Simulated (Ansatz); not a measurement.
CH4Be (SMILES [BeH][CH3]) moved off its minimum; all values from Ansatz (a first-principles code), cores frozen in correlated methods.
(charge 0, multiplicity 1)
```xyz
6

Be    -1.04050    -0.47151    -0.19451
H     -2.13515    -1.19816    -0.12198
C      0.56326     0.27745     0.06654
H      1.22086     0.02920     1.00418
H      0.53908     1.45511     0.03367
H      1.42355     0.03094    -0.69849
```

| level | largest force (eV/Å) | on atom | rms difference from CCSD(T)/aug-cc-pVTZ (eV/Å) | dipole (D) |
|---|---|---|---|---|
| HF/def2-TZVPP | 3.15 | C3 | 0.246 | 0.68 |
| PBE/def2-TZVPP | 2.24 | Be1 | 0.133 | 0.68 |
| r2SCAN/def2-TZVPP | 2.26 | Be1 | 0.074 | 0.69 |
| B3LYP/def2-TZVPP | 2.31 | C3 | 0.042 | 0.66 |
| wB97M-V/def2-TZVPP | 2.37 | C3 | 0.065 | 0.66 |
| MP2/aug-cc-pVTZ | 2.55 | C3 | 0.078 | 0.66 |
| CCSD(T)/aug-cc-pVTZ | 2.37 | C3 | 0.000 | 0.64 |

The differences count from one level among others, with limits of its own. Forces at CCSD(T)/aug-cc-pVTZ (eV/Å):

| atom | Fx | Fy | Fz |
|---|---|---|---|
| Be1 | 1.879 | 0.398 | 0.702 |
| H2 | -0.362 | -0.012 | -0.213 |
| C3 | 2.152 | 0.970 | -0.252 |
| H4 | -1.753 | 0.322 | -1.033 |
| H5 | -0.076 | -1.994 | 0.123 |
| H6 | -1.839 | 0.316 | 0.672 |
